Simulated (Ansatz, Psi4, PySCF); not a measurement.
C2H8GeO3 (SMILES C[CH2][Ge]([OH])([OH])[OH]), singlet, at a GFN2-xTB geometry, atoms displaced at random by about 0.03 Å a coordinate. Base run: HF/STO-3G, gradient (PySCF).

PySCF was given this input:
```python
from pyscf import gto, scf

mol = gto.M(
    atom='''
C    -2.491294    0.353026    0.620984
C    -1.308506   -0.313778    1.088419
Ge    0.338909   -0.082048   -0.053157
O     0.926537    1.607832   -0.097194
O     1.653911   -1.043957    0.467329
O    -0.018876   -0.436623   -1.712570
H    -2.328698    1.494909    0.512043
H    -2.799385    0.041025   -0.391948
H    -3.365194    0.170782    1.277190
H    -0.986816    0.042052    2.055488
H    -1.442777   -1.413437    1.234980
H     0.614641    2.102793   -0.852469
H     2.300186   -0.603599    0.934823
H     0.271653   -1.385451   -1.934008
''',
    basis='sto-3g',
    charge=0,
    spin=0,
    verbose=4,
)

mf = scf.RHF(mol)
mf.kernel()
g = mf.nuc_grad_method()
grad = g.kernel()
```

Programs used: Ansatz (a program for electronic structure), Psi4, PySCF; a row that names a program was run with it.

The coordinate followed is y of atom 7.

The base run was repeated with changes; each row names its change, and settings that it needs were set with it.

```tsv
change	dE/dx (Eh/bohr)	net force (Eh/bohr)
base	0.051789	0.000000
finite difference step (bohr) = 0.2; conv_tol = 1e-11	0.046223	-
finite difference step (bohr) = 1e-4; conv_tol = 1e-11	0.051789	-
conv_tol = 1e-6	0.051788	0.000000
finite difference step (bohr) = 1e-5; conv_tol = 1e-11	0.051789	-
density fitting = on	0.051790	0.000000
finite difference step (bohr) = 0.05; conv_tol = 1e-11	0.051445	-
conv_tol = 1e-11	0.051789	0.000000
finite difference step (bohr) = 1e-3; conv_tol = 1e-11	0.051789	-
conv_tol = 1e-4	0.051764	0.000000
code = ansatz	0.051789	0.000000
code = psi4	0.051790	0.000000
```

The net force is zero for an exact gradient.
